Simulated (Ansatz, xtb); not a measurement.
## Two isomers of CHCl2FSi

We compare X, `FC=[Si](Cl)Cl`, a singlet, with Y, `F/[Si](Cl)=C/Cl`, a singlet. Both are isolated molecules in the gas phase, relaxed with r2SCAN-D4/def2-SVP.

Q: Estimate E(Y) − E(X) at the level CCSD(T)/def2-SVP + ΔMP2/def2-TZVPP.

A: Calculated at CCSD(T)/def2-SVP + ΔMP2/def2-TZVPP: E(Y) − E(X) = −0.772 eV, so structure Y lies lower.

How the difference moves with the method:

```csv
level,geometry,E(Y) − E(X) (eV),departure from the last row (eV),"job, with rough time for the two"
GFN2-xTB,GFN2-xTB,−0.465,+0.308,"optimisation, 0.26 s"
HF/STO-3G,GFN2-xTB,+0.706,+1.478,"single point, 0.4 s"
r2SCAN-D4/def2-SVP//GFN2-xTB,GFN2-xTB,−0.515,+0.257,"single point, 2.7 s"
r2SCAN-D4/def2-SVP,r2SCAN-D4/def2-SVP,−0.528,+0.245,"optimisation, 37 s"
HF/def2-SVP,r2SCAN-D4/def2-SVP,−0.684,+0.088,part of the CCSD(T) run
MP2/def2-SVP,r2SCAN-D4/def2-SVP,−0.745,+0.028,part of the CCSD(T) run
CCSD(T)/def2-SVP,r2SCAN-D4/def2-SVP,−0.597,+0.175,single point
CCSD(T)/def2-SVP + ΔMP2/def2-TZVPP,r2SCAN-D4/def2-SVP,−0.772,,"single point, 18 s"
```

As drawn, Y has 1 F–Si, 1 C–Cl in place of 1 C–F, 1 Cl–Si.

HF/STO-3G puts the two in the other order. The largest departure from CCSD(T)/def2-SVP + ΔMP2/def2-TZVPP is that of HF/STO-3G, 1.478 eV. The last row adds to CCSD(T) the change of the MP2 difference between the two basis sets, here −0.175 eV, a large step that makes the value less sure.

With harmonic frequencies from r2SCAN-D4/def2-SVP (ideal gas, rigid rotor, one conformer each, 298.15 K, 1 atm): on the last row, ΔE + ΔZPE = −0.780, ΔH = −0.780, ΔG = −0.779 eV.

The correlated steps freeze 17 core orbitals. Mirror images aren't counted in ΔG. Programs: Ansatz 0.2.0, xtb 6.7.1; the last row on 1 thread of Intel(R) Xeon(R) 6975P-C (Granite Rapids) on a shared host.
